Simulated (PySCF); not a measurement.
# Stretching ZnGa

Set-up: PySCF, no relativity, basis sets Zn pcseg-1, Ga pcseg-1. Energies in eV from Zn + Ga in their ground configurations at the same level. State: ²Π (doublet), unpaired electrons π ↑.

All columns are TPSSh. A positive dipole means Zn(−)Ga(+).

```csv
R (Å),E (eV),μ (D),Mulliken charge on Zn (basis-dependent),HOMO (eV),LUMO (eV),Mayer bond order,⟨S²⟩
2.339,-0.196,-1.45,0.19,-3.63,-2.66,0.93,0.75
2.448,-0.313,-1.46,0.19,-3.55,-2.56,0.84,0.75
2.557,-0.367,-1.46,0.19,-3.48,-2.48,0.75,0.75
2.638,-0.380,-1.45,0.19,-3.43,-2.43,0.69,0.75
2.720,-0.378,-1.43,0.19,-3.40,-2.38,0.63,0.75
2.802,-0.365,-1.41,0.18,-3.37,-2.34,0.57,0.75
2.910,-0.338,-1.36,0.17,-3.33,-2.36,0.50,0.75
3.046,-0.295,-1.30,0.15,-3.30,-2.36,0.42,0.75
3.210,-0.242,-1.20,0.13,-3.28,-2.37,0.34,0.75
3.427,-0.177,-1.05,0.10,-3.27,-2.36,0.25,0.75
```

A fit through these points gives, at Re = 2.663 Å, μ = -1.44 D and dμ/dR = 0.192 D/Å; the reduced mass is 33.17 u.

Q: How strong is the fundamental in the double-harmonic approximation, I = 42.26·(dμ/dR)²/μred km/mol?

A: I = 42.26·(0.192)²/33.17 = 0.0470 km/mol at TPSSh.

The bond is weak. Basis-set superposition, not corrected here, can be much of De in a small basis, most of all at correlated wavefunction levels. Functionals without a dispersion term scatter widely for such bonds, and LDA overbinds them. Spin–orbit coupling is left out. The state was picked by a PBE0 search and need not be the measured ground state.
